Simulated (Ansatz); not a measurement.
`[SiH3]C[O][AlH][SiH3]`. The species carries charge 0 and has multiplicity 1. All single points use the PBE0-D4/def2-TZVP geometry. It is one conformer, not always the lowest.

```xyz
14

Si    0.287   -2.031   -0.973
C     1.371   -0.519   -0.634
O     1.314   -0.191    0.733
Al    0.285    0.782    1.663
Si   -1.505    2.012    0.519
H     0.268   -2.368   -2.423
H     0.773   -3.202   -0.198
H    -1.097   -1.706   -0.525
H     1.039    0.313   -1.272
H     2.411   -0.726   -0.912
H     0.590    0.792    3.214
H    -1.520    3.454    0.898
H    -1.375    1.938   -0.965
H    -2.841    1.452    0.876
```

Problem. What is the dipole moment at PBE/def2-TZVPP? (Estimate.)

Solution. Ansatz gave: 0.79 D, with components (0.35, 0.32, -0.64) D in this frame, pointing from negative to positive charge.

Problem. And with r2SCAN, B3LYP, ωB97M-V? (Best estimate.)

Solution. Ansatz gave: r2SCAN 0.81 D, B3LYP 0.78 D, ωB97M-V 0.78 D.

Problem. Give the Mulliken charges with PBE, ωB97M-V, B3LYP in def2-TZVPP. (An estimate is asked.)

Solution. Computed: 
```json
{"atom": "Si1", "PBE": "0.20", "ωB97M-V": "0.19", "B3LYP": "0.27"}
{"atom": "C2", "PBE": "-0.08", "ωB97M-V": "-0.18", "B3LYP": "-0.08"}
{"atom": "O3", "PBE": "-0.29", "ωB97M-V": "-0.35", "B3LYP": "-0.37"}
{"atom": "Al4", "PBE": "0.42", "ωB97M-V": "0.45", "B3LYP": "0.48"}
{"atom": "Si5", "PBE": "-0.04", "ωB97M-V": "-0.08", "B3LYP": "0.02"}
{"atom": "H6", "PBE": "-0.06", "ωB97M-V": "-0.03", "B3LYP": "-0.07"}
{"atom": "H7", "PBE": "-0.05", "ωB97M-V": "-0.02", "B3LYP": "-0.06"}
{"atom": "H8", "PBE": "-0.06", "ωB97M-V": "-0.04", "B3LYP": "-0.08"}
{"atom": "H9", "PBE": "0.08", "ωB97M-V": "0.11", "B3LYP": "0.08"}
{"atom": "H10", "PBE": "0.10", "ωB97M-V": "0.12", "B3LYP": "0.10"}
{"atom": "H11", "PBE": "-0.10", "ωB97M-V": "-0.10", "B3LYP": "-0.13"}
{"atom": "H12", "PBE": "-0.04", "ωB97M-V": "-0.02", "B3LYP": "-0.06"}
{"atom": "H13", "PBE": "-0.04", "ωB97M-V": "-0.03", "B3LYP": "-0.06"}
{"atom": "H14", "PBE": "-0.04", "ωB97M-V": "-0.02", "B3LYP": "-0.06"}
```

B3LYP here is the variant with VWN-RPA as its local correlation; programs differ in this.
